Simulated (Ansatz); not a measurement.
C₃H₉B, SMILES `BCCC`, relaxed with RKS PBE-D4/def2-SVP in the Gaussian-basis code of Ansatz from a rough embedded geometry. The force threshold is 0.03 eV/Å; the program also tests the step.

Charge 0, multiplicity 1.

Start:

```xyz
13

B    -1.371    0.381   -1.503
C    -0.848    0.218   -0.065
C     0.610   -0.135   -0.097
C     1.229   -0.403    1.298
H    -2.312   -0.283   -1.921
H    -0.968    1.240   -2.264
H    -1.405   -0.608    0.429
H    -0.974    1.128    0.474
H     1.253    0.674   -0.627
H     0.804   -1.087   -0.673
H     0.656   -1.138    1.828
H     1.106    0.593    1.883
H     2.220   -0.578    1.239
```

(1) By how much does the energy fall, and how many steps does the optimiser take? (Best estimate.)

(2) Which bonds change most? (Best estimate.)

(3) Give the relaxed structure. (Estimate.)

## Answers

(1) Computed: 53.36 kJ/mol, in 10 steps.

(2) Computed: C4–H13 from 1.008 to 1.109 Å; C2–H8 from 1.065 to 1.129 Å; C4–H12 from 1.162 to 1.111 Å; C3–H9 from 1.161 to 1.112 Å.

(3) Ansatz gave: 
```xyz
13

B    -1.461    0.422   -1.545
C    -0.812    0.036   -0.186
C     0.706   -0.167   -0.092
C     1.226   -0.302    1.341
H    -2.669    0.350   -1.693
H    -0.793    0.884   -2.457
H    -1.372   -0.769    0.342
H    -1.108    0.956    0.397
H     1.219    0.675   -0.604
H     0.983   -1.075   -0.672
H     0.748   -1.155    1.866
H     1.010    0.611    1.936
H     2.323   -0.465    1.368
```
